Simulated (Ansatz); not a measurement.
Born–Oppenheimer molecular dynamics of CH₅ClGe (8 atoms, charge 0, multiplicity 1). It starts at the highest image of a converged band. Of that band: Neighbouring images differ by up to 1.3 eV, so the band resolves the path poorly. A vibrational analysis at the climbing image gives one clearly imaginary mode, 1420i cm⁻¹: a first-order saddle point.

Level of theory: RHF/def2-SVP (Ansatz).

```json
{
  "ensemble": "NVE (velocity Verlet)",
  "time step": "0.5 fs",
  "steps asked": "200",
  "starting velocities drawn for": "100 K",
  "seed": "3845"
}
```

First frame:

```xyz
8
Properties=species:S:1:pos:R:3
Ge 0.142 0.095 -0.505
Cl 1.433 -0.241 1.788
H 1.652 0.110 0.251
H -0.872 1.188 -0.096
C -0.896 -1.566 -0.658
H -1.525 -1.707 0.222
H -1.547 -1.491 -1.534
H -0.242 -2.427 -0.779
```

Question: What does the run give?

Answer: The run went to its last step.

```yaml
steps_done: 200
time_covered: 100 fs
mean_temperature_over_the_second_half: 2201 K
spread_of_the_potential_energy_over_the_second_half: 57.5 meV per atom
mean_potential_energy_of_the_second_half_above_the_start: -203.8 meV per atom
```

The conserved energy stayed within 0.3 meV per atom of its start (net change 0.0078 meV per atom), so the integration is sound. The kinetic energy rose, since the run started high on the potential surface and went downhill. A run of 0.1 ps of so small a system gives no equilibrium averages. The orbitals stay closed-shell, which can raise the energy where a bond breaks towards radicals; this wasn't checked here.

Question: What happens to the structure?

Answer: Between its relaxed ends the band would form Cl2–H3 and break Ge1–Cl2, Ge1–H3. These pairs go: Cl2–H3 1.59 → 3.27 Å, Ge1–Cl2 2.65 → 2.60 Å, Ge1–H3 1.69 → 1.57 Å. In the last frame they stand as before the step (other bonds may differ from the relaxed reactants and products). It ends as one piece, CH5ClGe. Pairs count as bonded within 1.25 times the sum of covalent radii (0.12 Å more for H–H). Another seed would give other details.

Question: How do temperature and energy run in time?

Answer: 
| time (fs) | T (K) | potential energy less start (eV) | conserved less start (meV/atom) |
| --- | --- | --- | --- |
| 0 | 100 | 0.000 | 0.00 |
| 3 | 76 | 0.019 | 0.04 |
| 6 | 100 | 0.000 | 0.03 |
| 9 | 227 | -0.098 | 0.07 |
| 12 | 688 | -0.455 | 0.11 |
| 15 | 1662 | -1.212 | -0.04 |
| 18 | 2537 | -1.892 | -0.24 |
| 21 | 2531 | -1.887 | -0.19 |
| 24 | 2018 | -1.488 | -0.04 |
| 27 | 1724 | -1.260 | -0.03 |
| 30 | 1680 | -1.227 | -0.15 |
| 33 | 1422 | -1.026 | 0.00 |
| 36 | 1660 | -1.210 | -0.04 |
| 39 | 2220 | -1.646 | -0.20 |
| 42 | 2310 | -1.714 | -0.05 |
| 45 | 2589 | -1.931 | -0.02 |
| 48 | 3233 | -2.432 | -0.20 |
| 51 | 3309 | -2.491 | -0.26 |
| 54 | 2504 | -1.865 | -0.14 |
| 57 | 1624 | -1.182 | 0.00 |
| 60 | 1363 | -0.980 | -0.06 |
| 63 | 1504 | -1.089 | -0.08 |
| 66 | 1784 | -1.307 | -0.10 |
| 69 | 2132 | -1.576 | -0.03 |
| 72 | 2752 | -2.057 | -0.09 |
| 75 | 3316 | -2.497 | -0.27 |
| 78 | 3084 | -2.316 | -0.21 |
| 81 | 2309 | -1.714 | -0.06 |
| 84 | 1781 | -1.304 | 0.01 |
| 87 | 1726 | -1.262 | -0.09 |
| 90 | 1868 | -1.371 | -0.03 |
| 93 | 2265 | -1.680 | -0.15 |
| 96 | 2367 | -1.761 | -0.28 |
| 99 | 1797 | -1.316 | -0.05 |

Time of the run: 2.9 min on 1 thread of AMD EPYC 9R45 96-Core Processor (Zen 5), on a shared host, peak memory 0.19 GiB.
